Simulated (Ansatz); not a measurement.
CH3NO4Ti (`O=C=[N][Ti]([OH])([OH])[OH]`), relaxed with RKS PBE0-D4/def2-TZVP in Ansatz from a PBE-D4/def2-SVP geometry. The force threshold is 0.005 eV/Å; the program also tests the step.

The species carries charge 0 and has multiplicity 1.

Start:

```xyz
10

O    -3.591    0.334   -1.073
C    -2.456    0.165   -0.778
N    -1.292   -0.026   -0.475
Ti    0.549   -0.006    0.055
O     0.621    0.356    1.809
O     1.275   -1.599   -0.314
O     1.468    1.249   -0.847
H     0.945   -0.162    2.565
H     0.858   -2.474   -0.395
H     1.623    2.163   -0.547
```

How much energy does the relaxation release, and in how many steps? (Best estimate.)

Computed: 5.63 kJ/mol, in 8 steps.

Which bonds change most? (Estimate.)

Computed: C2–N3 from 1.218 to 1.199 Å; O1–C2 from 1.185 to 1.167 Å; O7–H10 from 0.974 to 0.959 Å; O6–H9 from 0.973 to 0.958 Å.

Give the relaxed structure. (Best estimate.)

The calculation gave: 
```xyz
10

O    -3.570    0.284   -1.079
C    -2.453    0.153   -0.768
N    -1.307    0.007   -0.448
Ti    0.530    0.006    0.060
O     0.627    0.344    1.810
O     1.230   -1.587   -0.329
O     1.436    1.262   -0.836
H     0.923   -0.136    2.583
H     0.875   -2.471   -0.430
H     1.709    2.140   -0.562
```
